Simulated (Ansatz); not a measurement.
C2H4SSi (`C1=CS[SiH2]1`), relaxed with RKS PBE0-D4/def2-TZVP in the Gaussian-basis code of Ansatz from a PBE-D4/def2-SVP geometry. The force threshold is 0.005 eV/Å; the program also tests the step.

Total charge 0; spin multiplicity 1.

Start:

```xyz
8

C    -0.563    0.517   -0.557
C     0.141    1.212    0.378
S     1.185    0.148    1.391
Si    0.124   -1.138   -0.059
H    -1.262    0.946   -1.287
H     0.141    2.301    0.571
H    -0.802   -2.134    0.581
H     1.037   -1.851   -1.017
```

```csv
step,energy (eV),largest force (eV/Å),largest move (Å)
1,-20843.4343,0.716,0.000
2,-20843.4770,0.221,0.022
3,-20843.4811,0.047,0.011
4,-20843.4812,0.026,0.003
5,-20843.4812,0.007,0.002
6,-20843.4813,0.002,0.000
```

End:

```xyz
8

C    -0.556    0.512   -0.550
C     0.138    1.199    0.371
S     1.168    0.142    1.370
Si    0.127   -1.124   -0.054
H    -1.244    0.937   -1.267
H     0.137    2.270    0.560
H    -0.792   -2.107    0.573
H     1.024   -1.827   -1.004
```

It took 19 s on 2 threads of an Arm Neoverse V2 on a shared host, with 0.34 GiB of host memory at the peak.
